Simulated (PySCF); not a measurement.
C₄H₆Si.

```xyz
11

C      0.0000    -0.7406    -1.2943
C      0.0000    -1.3581    -0.0870
Si     0.0000     0.0000     1.2060
C      0.0000     1.3581    -0.0870
C      0.0000     0.7406    -1.2943
H      0.0000    -1.2809    -2.2497
H      0.0000    -2.4467     0.0109
H     -1.2102     0.0000     2.0848
H      1.2102     0.0000     2.0848
H      0.0000     2.4467     0.0109
H      0.0000     1.2809    -2.2497
```
Charge 0, spin multiplicity 1.

The structure is a stationary point at r2SCAN-D4/def2-SVP.

Level of theory: PBE/pcSseg-1 (PySCF). Non-relativistic, no solvent.

Computed absolute GIAO shielding of each atom: isotropic value and principal components (ppm):
```tsv
atom	σ(iso)	σ11	σ22	σ33	span
C1	22.7	-91.1	26.9	132.1	223.3
C2	47.3	-59.7	35.8	165.7	225.5
Si3	380.6	303.9	390.1	447.9	143.9
C4	47.3	-59.7	35.8	165.7	225.5
C5	22.7	-91.1	26.9	132.1	223.3
H6	23.9	21.5	23.0	27.1	5.6
H7	24.8	23.5	25.0	26.0	2.5
H8	26.5	23.5	24.4	31.5	8.0
H9	26.5	23.5	24.4	31.5	8.0
H10	24.8	23.5	25.0	26.0	2.5
H11	23.9	21.5	23.0	27.1	5.6
```
